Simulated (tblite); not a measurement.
**Question.** What does the GFN2-xTB structure of `C=C([CH2])CCSC` [radical] look like in three dimensions? (Doublet state.)

**Answer.** 
```
atom  x, y, z in Å
C1    -1.717   -0.322    1.557
C2    -1.589   -0.179    0.194
C3    -2.663    0.105   -0.618
C4    -0.218   -0.293   -0.428
C5     0.446    1.081   -0.451
S6     2.066    1.084   -1.284
C7     3.067    0.193   -0.058
H8    -2.673   -0.224    2.038
H9    -0.871   -0.545    2.183
H10   -3.651    0.222   -0.211
H11   -2.550    0.212   -1.681
H12   -0.296   -0.666   -1.450
H13    0.394   -0.988    0.149
H14    0.586    1.469    0.559
H15   -0.161    1.785   -1.019
H16    2.780   -0.854   -0.028
H17    4.099    0.281   -0.381
H18    2.941    0.658    0.915
```

Any rigid rotation of these coordinates is as good. Atoms count from 1 in this order. The 4 C–C bonds span 1.376 Å (C2=C3, drawn double in one of several resonance forms) to 1.525 Å (C4–C5, drawn single), a spread of 0.149 Å. Of the pairs four or more bonds apart, H13···H16 is among the closest relative to their van der Waals radii: 2.40 Å, 100 % of the sum of Bondi's values. C3 (carbon bonded to C and 2 H) is planar (angles 121.5°, 121.1° and 117.4°, sum 360.0°, 0.00 Å off the plane of its three neighbours). C2 (carbon bonded to 3 C) is planar (angles 122.2°, 119.0° and 118.8°, sum 360.0°, 0.01 Å off the plane of its three neighbours).

Bonds between heavy atoms (Å): C1–C2 1.376, C2=C3 1.376, C2–C4 1.510, C4–C5 1.525, C5–S6 1.822, S6–C7 1.816.

Computed geometry: GFN2-xTB, gas phase. This method treats the open shell by occupation alone, without spin polarisation.

Point group: C1 (no symmetry element, even within 0.4 Å). Its GFN2-xTB frequencies are all real (lowest 35 cm⁻¹). Torsions: H–C1–C2–C3 0° and 180°, C1–C2–C4–C5 -89°, C2–C4–C5–S6 -176°, C4–C5–S6–C7 -72°.

One conformer stands for the species.
